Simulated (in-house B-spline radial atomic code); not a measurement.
Cr⁺. Computed with a B-spline radial atomic code. Model: non-relativistic spherical atom: semilocal Troullier-Martins pseudo-atom, one channel per l, against all electrons, high spin, G0W0 and RPA with empty states to l = 8, local potential for every l without a channel, a model core (radius 0 = none) keeps its share of the functional.

What the tables leave out is listed at the end.

The pseudopotential gives back the lowest level of each angular momentum of its own functional in the configuration it was made in; a second state of the same l is only approximately right. Exact exchange, RPA and GW see the smooth pseudo-orbitals and miss the exchange with the core, for which the functional's share stands in. The column with an uncorrelated core keeps all orbitals and exact exchange, and so separates missing core correlation from pseudisation. Only the three outermost levels and the lowest empty one were computed. RPA here is direct RPA, with no exchange kernel, and its energies carry an (l + 1/2)⁻⁴ tail. A hybrid on a potential with a model core restores only its own semilocal share of the core's exchange.

Command:
```bash
python run_psgw.py task.json out
```
Settings (lengths in bohr, energies in hartree):
```
Z                      24
electrons              23
configuration          [Ar] 3d5
generated_in           [Ar] 3d5 4s1
functional             lda,vwn
core_shells            3
radius_factor          1.15
core_correction        False
```

Time taken, with all properties: 34 s on 1 thread of Arm Neoverse N1, on a shared host.

Given: made with LDA VWN5; model core radius 0 bohr; local radius 1.178 bohr; mean-field start LDA VWN5.

Valence shells of the generating configuration: 3s, 3p, 4s, 3d.

Channel: s 0.899, p 0.917, d 2.76 (radii in bohr).

Computed: largest level miss in the spin-unpolarised generating configuration 0.035 eV; valence RPA correlation energy all-electron orbitals -0.83353 hartree; all-electron RPA polarisability, core included 11.165 bohr³; pseudo-atom RPA polarisability 10.709 bohr³.

```tsv
level	occupied	mean-field all-electron (eV)	mean-field pseudo minus all (eV)	G0W0 all-electron (eV)	G0W0 uncorrelated core minus all (eV)	G0W0 pseudo minus all (eV)	exchange self-energy all-electron (eV)	exchange self-energy pseudo (eV)
3d up	1	-11.19	-0.322	-16.199	0.081	-0.661	-33.376	-28.154
4s up (empty)	0	-10.449	-0.015	-7.1235	0.011	-0.102	-3.3289	-2.9923
```

**Question.** What is the valence RPA correlation energy pseudo?

**Answer.** -0.73557 hartree.

Given: mean-field start PBE0.

Computed: valence RPA correlation energy pseudo -0.69564 hartree; all-electron RPA polarisability, core included 8.4603 bohr³; pseudo-atom RPA polarisability 8.1199 bohr³.

```tsv
level	occupied	mean-field all-electron (eV)	mean-field pseudo minus all (eV)	G0W0 all-electron (eV)	G0W0 uncorrelated core minus all (eV)	G0W0 pseudo minus all (eV)	exchange self-energy all-electron (eV)	exchange self-energy pseudo (eV)
3d up	1	-12.732	-0.416	-16.43	0.061	-0.422	-33.717	-28.626
4s up (empty)	0	-9.0636	0.027	-6.9021	0.01	-0.07	-2.8539	-2.5606
```

**Question.** What is the valence RPA correlation energy all-electron orbitals?

**Answer.** -0.78331 hartree.

Given: mean-field start Hartree-Fock.

Computed: valence RPA correlation energy pseudo -0.61275 hartree; all-electron RPA polarisability, core included 4.8986 bohr³; pseudo-atom RPA polarisability 5.2383 bohr³.

```csv
level,occupied,mean-field all-electron (eV),mean-field pseudo minus all (eV),G0W0 all-electron (eV),G0W0 uncorrelated core minus all (eV),G0W0 pseudo minus all (eV),exchange self-energy all-electron (eV),exchange self-energy pseudo (eV)
3d up,1,-17.666,-0.024,-17.102,0.095,-0.492,-34.354,-28.949
3p down,1,-57.321,-1.834,-55.828,0.139,-2.017,-40.663,-36.93
4s up (empty),0,-5.7818,-0.135,-6.4288,0.006,-0.199,-1.7847,-1.7492
```

**Question.** What is the valence RPA correlation energy all-electron orbitals?

**Answer.** -0.682 hartree.

Among the listed levels the largest G0W0 shift of the pseudo-atom is -2.02 eV, for 3p down on the Hartree-Fock start, while leaving the core uncorrelated moves that level by +0.14 eV. So pseudisation and the lost core exchange, not the missing core correlation, make the error. Not in the tables (levels of low weight, unsolved or above zero; the highest and the empty levels are kept at any weight): on LDA the G0W0 levels 3p down (pseudo minus all -1.63 eV, weights 0.62 and 0.64), 3p up (pseudo minus all -5.97 eV, weights 0.00 and 0.09); on PBE0 the G0W0 levels 3p down (pseudo minus all -1.40 eV, weights 0.26 and 0.77), 3p up (pseudo minus all -1.05 eV, weights 0.40 and 0.34); on Hartree-Fock the G0W0 levels 3p up (pseudo minus all -0.70 eV, weights 0.34 and 0.50).
